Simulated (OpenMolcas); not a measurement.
Multiconfigurational calculation on Cr2+

Cr2+ with its 6 nearest chloride ions at 2.651 Å, on the Na site of NaCl (a = 5.64056 Å, distance in the model lattice 2.820 Å). The rest of the host is ab initio model potentials to 7.6 Å, with orthogonalisation functions on the cations behind the ligands, and point charges beyond; the distance is set by hand and nothing relaxes, and no local charge compensation is placed. Ligand basis ANO-RCC-VDZP.

Input, with the lattice sites abridged:

```
&GATEWAY
Basis set
Cr.ANO-RCC-VDZP.
Cr1 0.0 0.0 0.0 Angstrom
End of basis
Basis set
Cl.ANO-RCC-VDZP.
L1 2.651000 0.000000 0.000000 Angstrom
L2 0.000000 2.651000 0.000000 Angstrom
L3 0.000000 0.000000 2.651000 Angstrom
End of basis
Basis set
Na.EMB-AIMP.Barandiaran.6s3p.1s1p.ECP.NaCl.
PseudoCharge
* 3 symmetry-unique lattice sites within 7.6 angstrom
End of basis
Basis set
Na.EMB-AIMP.Barandiaran.0s.0s.ECP.NaCl.
PseudoCharge
* 18 symmetry-unique lattice sites within 7.6 angstrom
End of basis
Basis set
Cl.EMB-AIMP.Barandiaran.0s.0s.ECP.NaCl.
PseudoCharge
* 16 symmetry-unique lattice sites within 7.6 angstrom
End of basis
Symmetry
XYZ
AngMom=0.0 0.0 0.0
AMFI
RICD
XField
1058 Angstrom 0
* Evjen-weighted lattice charges
&SEWARD
* reference wave functions (RASSCF and RASSI steps not shown): 4 electrons in 5 orbitals (3d)
>>> COPY JOB001 $Project.JobIph
&CASPT2
Multistate=5 1 2 3 4 5
NoMult
Frozen=17 18
IPEA=0.25
Imaginary=0.1
MaxIter=60
WThr=0.0 0.3 0.05
PrWF=0.5
NoMix
>>> COPY JOB002 $Project.JobIph
&CASPT2
Multistate=45 1 2 3 4 5 6 7 8 9 10 11 12 13 14 15 16 17 18 19 20 21 22
23 24 25 26 27 28 29 30 31 32 33 34 35 36 37 38 39 40 41 42 43 44 45
NoMult
Frozen=17 18
IPEA=0.25
Imaginary=0.1
MaxIter=60
WThr=0.0 0.3 0.05
PrWF=0.5
NoMix
>>> COPY JOB003 $Project.JobIph
&CASPT2
Multistate=50 1 2 3 4 5 6 7 8 9 10 11 12 13 14 15 16 17 18 19 20 21 22
23 24 25 26 27 28 29 30 31 32 33 34 35 36 37 38 39 40 41 42 43 44 45 46
47 48 49 50
NoMult
Frozen=17 18
IPEA=0.25
Imaginary=0.1
MaxIter=60
WThr=0.0 0.3 0.05
PrWF=0.5
NoMix
```

Launched by
```bash
OMP_NUM_THREADS=1 MOLCAS_MEM=2457 MOLCAS_PROJECT=a pymolcas a.inp > a.log  # once for each step of the input, in one work folder
```

Output, cut to the results:

```
--- CASPT2 ---
Orbital specifications:
      -----------------------

      Symmetry species                           1   2
                                                ag  au
      Frozen orbitals                           17  18
      Inactive orbitals                         13  15
      Active orbitals                            5   0
      Secondary orbitals                        46  52
      Deleted orbitals                           0   0
      Number of basis functions                 81  85
Type of calculation                        SS-CASPT2
      Fock operator                              state-specific
      IPEA shift                                 0.25
      Real shift                                 0.00
      Imaginary shift                            0.10
      The input orbitals will be transformed to quasi-canonical
Reference energy:       -3817.6382222626
      E2 (Non-variational):      -1.2434507771
      Shift correction:          -0.0018350597
      E2 (Variational):          -1.2452858368
      Total energy:           -3818.8835080993
      Residual norm:              0.0000002726
      Reference weight:           0.69128
      Contributions to the CASPT2 correlation energy
      Active & Virtual Only:         -0.0437047894
      One Inactive Excited:          -0.1734255030
      Two Inactive Excited:          -1.0263204847
Reference energy:       -3817.6382222624
      E2 (Non-variational):      -1.2433955115
      Shift correction:          -0.0018348817
      E2 (Variational):          -1.2452303931
      Total energy:           -3818.8834526556
      Residual norm:              0.0000002753
      Reference weight:           0.69129
      Contributions to the CASPT2 correlation energy
      Active & Virtual Only:         -0.0437047647
      One Inactive Excited:          -0.1733685592
      Two Inactive Excited:          -1.0263221876
::    CASPT2 Root  1     Total energy:  -3818.88350810
::    CASPT2 Root  2     Total energy:  -3818.88345266
::    CASPT2 Root  3     Total energy:  -3818.85828048
::    CASPT2 Root  4     Total energy:  -3818.85747847
::    CASPT2 Root  5     Total energy:  -3818.85829019
--- CASPT2 ---
Orbital specifications:
      -----------------------

      Symmetry species                           1   2
                                                ag  au
      Frozen orbitals                           17  18
      Inactive orbitals                         13  15
      Active orbitals                            5   0
      Secondary orbitals                        46  52
      Deleted orbitals                           0   0
      Number of basis functions                 81  85
Type of calculation                        SS-CASPT2
      Fock operator                              state-specific
      IPEA shift                                 0.25
      Real shift                                 0.00
      Imaginary shift                            0.10
      The input orbitals will be transformed to quasi-canonical
Reference energy:       -3817.5647906836
      E2 (Non-variational):      -1.2541161998
      Shift correction:          -0.0018537319
      E2 (Variational):          -1.2559699317
      Total energy:           -3818.8207606153
      Residual norm:              0.0000001648
      Reference weight:           0.68957
      Contributions to the CASPT2 correlation energy
      Active & Virtual Only:         -0.0476259533
      One Inactive Excited:          -0.1760711226
      Two Inactive Excited:          -1.0304191239
Reference energy:       -3817.5647906836
      E2 (Non-variational):      -1.2541154825
      Shift correction:          -0.0018537788
      E2 (Variational):          -1.2559692613
      Total energy:           -3818.8207599449
      Residual norm:              0.0000001649
      Reference weight:           0.68957
      Contributions to the CASPT2 correlation energy
      Active & Virtual Only:         -0.0476283047
      One Inactive Excited:          -0.1760683608
      Two Inactive Excited:          -1.0304188170
::    CASPT2 Root  1     Total energy:  -3818.82076062
::    CASPT2 Root  2     Total energy:  -3818.82075994
::    CASPT2 Root  3     Total energy:  -3818.82076017
::    CASPT2 Root  4     Total energy:  -3818.80708847
::    CASPT2 Root  5     Total energy:  -3818.80696968
::    CASPT2 Root  6     Total energy:  -3818.80813203
::    CASPT2 Root  7     Total energy:  -3818.80829185
::    CASPT2 Root  8     Total energy:  -3818.80814984
::    CASPT2 Root  9     Total energy:  -3818.80394359
::    CASPT2 Root 10     Total energy:  -3818.80395362
::    CASPT2 Root 11     Total energy:  -3818.80398514
::    CASPT2 Root 12     Total energy:  -3818.80071247
::    CASPT2 Root 13     Total energy:  -3818.79523684
::    CASPT2 Root 14     Total energy:  -3818.78093409
::    CASPT2 Root 15     Total energy:  -3818.78093350
::    CASPT2 Root 16     Total energy:  -3818.78095025
::    CASPT2 Root 17     Total energy:  -3818.77939977
::    CASPT2 Root 18     Total energy:  -3818.77939784
::    CASPT2 Root 19     Total energy:  -3818.77941516
::    CASPT2 Root 20     Total energy:  -3818.78413092
::    CASPT2 Root 21     Total energy:  -3818.78407097
::    CASPT2 Root 22     Total energy:  -3818.77514480
::    CASPT2 Root 23     Total energy:  -3818.77514487
::    CASPT2 Root 24     Total energy:  -3818.77514621
::    CASPT2 Root 25     Total energy:  -3818.75310502
::    CASPT2 Root 26     Total energy:  -3818.75313644
::    CASPT2 Root 27     Total energy:  -3818.75310989
::    CASPT2 Root 28     Total energy:  -3818.76068501
::    CASPT2 Root 29     Total energy:  -3818.76068881
::    CASPT2 Root 30     Total energy:  -3818.76068839
--- CASPT2 ---
Orbital specifications:
      -----------------------

      Symmetry species                           1   2
                                                ag  au
      Frozen orbitals                           17  18
...
```

Spin-orbit levels above the lowest (labels of O, the rotations of Oh), with the averaged single-state CASPT2 energies on the diagonal:

| E (cm-1) | Degeneracy | Label | 2S+1 |
| --- | --- | --- | --- |
| 0 | 1 | A1 | 5 |
| 7 | 3 | T1 | 5 |
| 13 | 2 | E | 5 |
| 19 | 3 | T2 | 5 |
| 25 | 1 | A2 | 5 |
| 5490 | 3 | T2 | 5 |
| 5490 | 3 | T1 | 5 |
| 5500 | 1 | A1 | 5 |
| 5670 | 3 | T1 | 5 |
| 5680 | 2 | E | 5 |
| 5790 | 3 | T2 | 5 |
| 13670 | 1 | A1 | 3 |
| 13740 | 3 | T1 | 3 |
| 13810 | 3 | T2 | 3 |
| 13820 | 2 | E | 3 |
| 16180 | 1 | A1 | 3 |
| 16360 | 3 | T1 | 3 |
| 16730 | 3 | T2 | 3 |
| 16750 | 2 | E | 3 |
| 16790 | 3 | T1 | 3 |

Roots that are degenerate in the reference are averaged as groups; the widest CASPT2 spread within a group is 180 cm-1 (the 3-fold group of multiplicity 5 near 5590 cm-1 above the lowest state of its run). Shifts and gaps below about the spread of the groups concerned are not significant. Over all roots computed the reference weight is 0.68 to 0.69; a low but even weight reflects the number of correlated electrons. An orbital doublet at a regular site is open to a Jahn-Teller distortion, which this geometry leaves out. Ligand-to-metal charge-transfer states are missing. These CASPT2 states fit no ligand-field parameters well, so their order and spin gaps are uncertain. With no ligand orbital active B as a rule stays too high, so bands that hang on it stand too high and its fall with covalency is understated. With one d shell and no ligand orbital active, 10Dq can be off by tens of per cent for divalent 3d ions, low with halides held by bare charges and at times high in hosts. Free-ion shares, where given, are those of the reference states; single-state CASPT2 does not remix them. No measured value stands beside these numbers; the geometry was set by hand and not optimised.

The CASPT2 steps took 5.6 min on 1 thread of Arm Neoverse V2, with other jobs on the host; the integral step is not counted.
